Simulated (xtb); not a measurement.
xtb input (GFN2-xTB):

```bash
xtb mol.xyz --gfn 2 --ohess tight --chrg -1 --uhf 0
```
mol.xyz:
```
13

C     -2.14233891     0.08925296    -0.14428907
C     -0.66631629     0.18343173    -0.06130539
C      0.10278560     1.22726065     0.30200186
C      1.47685726     0.73679141     0.30187841
C      1.55045919    -0.56038595    -0.02688469
C      0.19805843    -1.10324178    -0.21972394
H     -2.62769632    -0.60659752     0.49697393
H     -2.46954133    -0.22583754    -1.20923192
H     -2.57904136     1.04850335     0.00865221
H      2.30626655     1.37452577     0.50847380
H      2.48583552    -1.15047249    -0.04012176
H     -0.11116083    -1.91715055     0.42048695
H      0.05721546    -1.51238849    -1.26581408
```

End of the output:

```
       1    138.70    -0.84129 ( 98.34%)    -0.75404 (  1.66%)    -0.83984
       2    212.80    -0.60213 ( 99.70%)    -0.62733 (  0.30%)    -0.60220
   ------------------------------------------------------------------------

   temp. (K)  partition function   enthalpy   heat capacity  entropy
                                   cal/mol     cal/K/mol   cal/K/mol   J/K/mol
 298.15  VIB   7.04                 1923.189     15.728     10.325
         ROT  0.105E+06              888.752      2.981     25.966
         INT  0.742E+06             2811.941     18.709     36.290
         TR   0.681E+27             1481.254      4.968     39.002
         TOT                        4293.1948    23.6768    75.2925   315.0240

       T/K    H(0)-H(T)+PV         H(T)/Eh          T*S/Eh         G(T)/Eh
   ------------------------------------------------------------------------
    298.15    0.684164E-02    0.109358E+00    0.357739E-01    0.735842E-01
   ------------------------------------------------------------------------

         :::::::::::::::::::::::::::::::::::::::::::::::::::::
         ::                  THERMODYNAMIC                  ::
         :::::::::::::::::::::::::::::::::::::::::::::::::::::
         :: total free energy         -16.391051698004 Eh   ::
         ::.................................................::
         :: total energy              -16.464635945959 Eh   ::
         :: zero point energy           0.102516519954 Eh   ::
         :: G(RRHO) w/o ZPVE           -0.028932271999 Eh   ::
         :: G(RRHO) contrib.            0.073584247955 Eh   ::
         :::::::::::::::::::::::::::::::::::::::::::::::::::::

optimized geometry written to: xtbopt.xyz

           -------------------------------------------------
          | TOTAL ENERGY              -16.464635945959 Eh   |
          | TOTAL ENTHALPY            -16.355277784545 Eh   |
          | TOTAL FREE ENERGY         -16.391051698004 Eh   |
          | GRADIENT NORM               0.000134218799 Eh/α |
          | HOMO-LUMO GAP               1.908056294621 eV   |
           -------------------------------------------------

------------------------------------------------------------------------
Note: The following floating-point exceptions are signalling: IEEE_UNDERFLOW_FLAG IEEE_DENORMAL
normal termination of xtb
------------------------------------------------------------------------
 total:
 SCF:
 ANC optimizer:
 analytical hessian:
```

It need not be the lowest isomer of its formula. Whether it binds its extra electron was not tested at this geometry.
